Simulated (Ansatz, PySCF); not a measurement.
Barrier from R1 to the saddle point P1, each structure at its B3LYP-D3(BJ)/def2-TZVP stationary point, reached from a drawn start; harmonic modes at that level show the others as minima.
R1, BiH3 (SMILES [BiH3]) (charge 0, multiplicity 1):
```xyz
4

Bi     0.0000     0.0000     0.7712
H      1.4732     0.0000    -0.2571
H     -0.7366     1.2758    -0.2571
H     -0.7366    -1.2758    -0.2571
```
P1, BiH3, a first-order saddle point (one imaginary mode, 1600i cm⁻¹) (charge 0, multiplicity 1):
| atom | x (Å) | y (Å) | z (Å) |
|---|---|---|---|
| Bi | 0.0000 | 0.0000 | 0.0000 |
| H | 1.7087 | 0.0000 | 0.0000 |
| H | -0.8544 | 1.4798 | 0.0000 |
| H | -0.8544 | -1.4798 | 0.0000 |

```tsv
level	barrier height (kcal/mol)
HF/def2-SVP	62.61
PBE-D3(BJ)/def2-TZVPP	59.96
BLYP-D3(BJ)/def2-TZVPP	62.16
revPBE/def2-TZVPP	61.10
revPBE-D3(BJ)/def2-TZVPP	61.23
revPBE-D4/def2-TZVPP	61.28
r2SCAN-D4/def2-TZVPP	60.34
B3LYP-D3(BJ)/def2-TZVPP	61.37
B3LYP-D4/def2-TZVPP	61.35
PBE0-D3(BJ)/def2-TZVPP	59.23
PBE0-D4/def2-TZVPP	59.22
BHLYP/def2-TZVPP	60.71
CAM-B3LYP/def2-TZVPP	59.59
CAM-B3LYP-D3(BJ)/def2-TZVPP	59.61
B2PLYP-D3(BJ)/def2-TZVPP	60.47
MP2/def2-QZVPP	58.33
SCS-MP2/def2-TZVPP	61.03
CCSD/def2-TZVPP	60.85
CCSD(T)/def2-SVP	62.78
CCSD(T)/CBS(def2-TZVPP, def2-QZVPP)	58.45
```

P less R. No zero-point or thermal terms; no spin–orbit coupling. No path was followed down from the saddle.

Cores are frozen in the correlated methods. In cc and def2 sets filled d and f shells under p-block atoms count as core. CBS(a, b) extrapolates the correlation energy as X⁻³ and adds the Hartree–Fock energy of set b.

Programs: Ansatz (Gaussian basis) for Hartree–Fock, density functionals and correlated methods; PySCF for the D3/D4 terms. Each number belongs to the level named beside it. Elements past Kr take the def2 small-core potentials, without spin–orbit coupling.

Ansatz is a quantum-chemistry and plane-wave program.
